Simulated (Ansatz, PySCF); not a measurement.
C₃H₆FNSi, SMILES C([SiH2]F)CC#N. Atoms are numbered in the order given.

```xyz
12

N     -2.7270     1.0701    -0.2870
C     -2.1179     0.0905    -0.1804
C     -1.3069    -1.1225    -0.0389
C      0.0668    -0.8611     0.6120
Si     1.1742     0.3583    -0.3078
F      2.6732     0.2003     0.3169
H     -1.1830    -1.5630    -1.0429
H     -1.8861    -1.8528     0.5501
H     -0.0669    -0.5068     1.6477
H      0.6135    -1.8169     0.6774
H      1.2312     0.0002    -1.7517
H      0.7419     1.7647    -0.1197
```
Charge 0, spin multiplicity 1.

Coordinates come from a B3LYP-D3(BJ)/def2-SVP optimisation. The structure was generated by enumeration, and PubChem lists no compound with its InChIKey, so it may never have been made. The values are those of a single conformer.

Two levels are set side by side: PBE-D3(BJ)/def2-SVP (Ansatz, a quantum-chemistry and plane-wave program) and B3LYP-D3(BJ)/def2-SVP (Ansatz). Each level has its own optimised geometry; the coordinates shown are those of the second. Frequencies come from the Hessian of PySCF at each geometry. Differences are taken from unrounded values.

```
quantity                            B3LYP-D3(BJ)  PBE-D3(BJ)  PBE-D3(BJ) minus B3LYP-D3(BJ)
----------------------------------  ------------  ----------  -----------------------------
mean bond length (Å)                       1.370       1.378                          0.008
bond N1–C2 (Å)                             1.158       1.171                          0.013
bond C2–C3 (Å)                             1.466       1.465                         -0.001
bond C3–C4 (Å)                             1.542       1.544                          0.002
bond C4–Si5 (Å)                            1.887       1.893                          0.007
bond Si5–F6 (Å)                            1.632       1.643                          0.011
bond C3–H7 (Å)                             1.103       1.112                          0.009
bond C3–H8 (Å)                             1.103       1.111                          0.009
bond C4–H9 (Å)                             1.103       1.110                          0.008
bond C4–H10 (Å)                            1.103       1.111                          0.008
bond Si5–H11 (Å)                           1.489       1.503                          0.014
bond Si5–H12 (Å)                           1.483       1.498                          0.014
highest harmonic wavenumber (cm⁻¹)          3101        3049                            -52
mean harmonic wavenumber (cm⁻¹)             1236        1200                            -36
zero-point energy (kcal/mol)               53.03       51.49                          -1.54
```

GGA bonds tend to be longer and softer than those of functionals with exact exchange. Differences between two approximate levels are no errors against the true value.
